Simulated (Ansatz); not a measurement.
`CC(C)[NH][AlH2]` + `[NH2][Al]([OH])[F]` → `C[NH][Al]([OH])[F]` + `CC[NH][AlH2]`  (substitution at a C–C bond)

Gas-phase electronic energies from Ansatz, PBE0-D4/def2-TZVP geometries. CCSD(T)/CBS adds triple-zeta CCSD(T) − MP2 to the extrapolated MP2 energy (def2 sets, frozen cores). Functionals use def2-TZVPP. B3LYP here is the variant with VWN-RPA as its local correlation; programs differ in this. One conformer a species, not always the lowest.

`CC(C)[NH][AlH2]`:

Cartesian coordinates in Å:
```
C 1.398 -0.961 0.004
C 0.061 -0.295 -0.295
C -1.082 -1.295 -0.187
N -0.160 0.858 0.559
Al -0.348 2.554 0.099
H 2.218 -0.250 -0.110
H 1.578 -1.809 -0.662
H 1.416 -1.335 1.033
H 0.091 0.075 -1.327
H -2.034 -0.822 -0.436
H -0.931 -2.146 -0.856
H -1.155 -1.681 0.835
H -0.201 0.591 1.534
H -0.271 2.904 -1.445
H -0.579 3.612 1.255
```

`[NH2][Al]([OH])[F]`:

```xyz
7

N     0.996    0.049    0.701
Al   -0.592    0.282   -0.008
O    -1.155   -0.499   -1.391
F    -1.618    1.339    0.722
H     1.314    0.526    1.528
H     1.711   -0.566    0.352
H    -0.657   -1.131   -1.903
```

`C[NH][Al]([OH])[F]`:

Cartesian coordinates in Å:
```
C -0.070 1.522 0.247
N -0.008 0.194 0.824
Al 0.062 -1.337 -0.024
O 0.061 -1.350 -1.711
F 0.127 -2.742 0.839
H -0.066 1.454 -0.842
H -0.982 2.057 0.536
H 0.788 2.140 0.538
H -0.008 0.208 1.832
H 0.097 -2.145 -2.239
```

`CC[NH][AlH2]`:

```xyz
12

C     0.639   -0.111    1.594
C    -0.316    0.487    0.576
N    -0.567   -0.385   -0.554
Al   -0.187   -0.113   -2.259
H     0.797    0.571    2.434
H     1.607   -0.327    1.136
H     0.243   -1.049    1.996
H    -1.258    0.751    1.077
H     0.098    1.427    0.197
H    -0.994   -1.254   -0.266
H    -0.563   -1.258   -3.287
H     0.502    1.260   -2.644
```

| level | ΔE (kJ/mol) | difference from CCSD(T)/CBS |
| --- | --- | --- |
| PBE-D4 | 45.4 | -8.2 |
| r2SCAN-D4 | 50.3 | -3.3 |
| PBE0-D4 | 47.4 | -6.2 |
| B3LYP-D4 | 45.0 | -8.6 |
| ωB97X-V | 47.5 | -6.1 |
| ωB97M-V | 50.3 | -3.3 |
| B2PLYP | 46.3 | -7.3 |
| PBE | 42.8 | -10.8 |
| r2SCAN | 49.5 | -4.1 |
| HF/def2-TZVPP | 41.9 | -11.7 |
| MP2/def2-TZVPP | 55.3 | 1.7 |
| SCS-MP2/def2-TZVPP | 50.3 | -3.3 |
| CCSD/def2-TZVPP | 50.1 | -3.5 |
| CCSD(T)/def2-TZVPP | 51.5 | -2.1 |
| HF/def2-QZVPP | 42.2 | -11.4 |
| HF/CBS(def2) | 42.3 | -11.3 |
| CCSD(T)/CBS | 53.6 | 0 |

Largest T1 diagnostic among the species: 0.012.

The D4 term adds +4.0 kJ/mol with B3LYP and +2.3 kJ/mol with PBE0; it sums over pairs of atoms, weighted by their polarisabilities, and B3LYP, whose exchange is more repulsive, gets the larger term. In def2-TZVPP, CCSD(T) changes the Hartree–Fock value by +9.5 kJ/mol (the triples alone add +1.3 kJ/mol) and MP2 by +13.4 kJ/mol.
